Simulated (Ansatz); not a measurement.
Cartesian coordinates in Å:
```
C 0.405 -0.715 2.017
B -0.730 -0.600 0.970
Si -0.898 0.960 -0.284
Si 0.397 0.357 -2.145
Cl 2.274 -0.219 -1.484
H 0.827 0.225 2.374
H 1.212 -1.216 1.451
H 0.180 -1.375 2.858
H -1.462 -1.534 0.789
H -2.277 1.204 -0.798
H -0.341 2.243 0.230
H 0.597 1.472 -3.106
H -0.182 -0.802 -2.872
```

Charge 0, multiplicity 1.

Q: List the PBE0/def2-TZVPP orbital energies in eV (Ansatz). (An estimate is asked.)

A: Ansatz gave: Occupied: -2767.32, -1803.52, -1802.23, -277.78, -259.18, -197.45, -197.32, -197.32, -185.00, -145.77, -144.64, -100.48, -100.39, -100.39, -99.31, -99.29, -99.26, -23.05, -19.96, -15.94, -14.36, -12.98, -11.75, -11.45, -10.98, -10.77, -10.05, -9.93, -9.36, -8.92, -8.47, -7.72. Lowest empty: -2.06, -0.37, 0.36, 1.05, 1.12, 1.29, 1.62, 1.96.
